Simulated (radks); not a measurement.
Values are calculated unless marked as measured or tabulated.
Q: Ionisation of the chromium ion Cr18+, [He] 2s2 2p2, to Cr19+, [He] 2s2 2p1, under several functionals. Dirac Kohn-Sham, spin-unpolarised, spherical densities, point nucleus; open shells fill j = l - 1/2 first; a radial shooting solver on a logarithmic mesh with Libxc functionals. Known Delta-SCF values: BLYP 1395.8 eV; BP86 1395.6 eV. What does HCTH/407 give, and what is its highest occupied eigenvalue?

A: 1396.7 eV by Delta-SCF; the 2p1/2 eigenvalue is -1348.5 eV. NIST: 1395 eV (semi-empirical).

Beside tabulated values, note that spin-unpolarised runs miss the spin-polarisation part of the exchange energy of open shells.
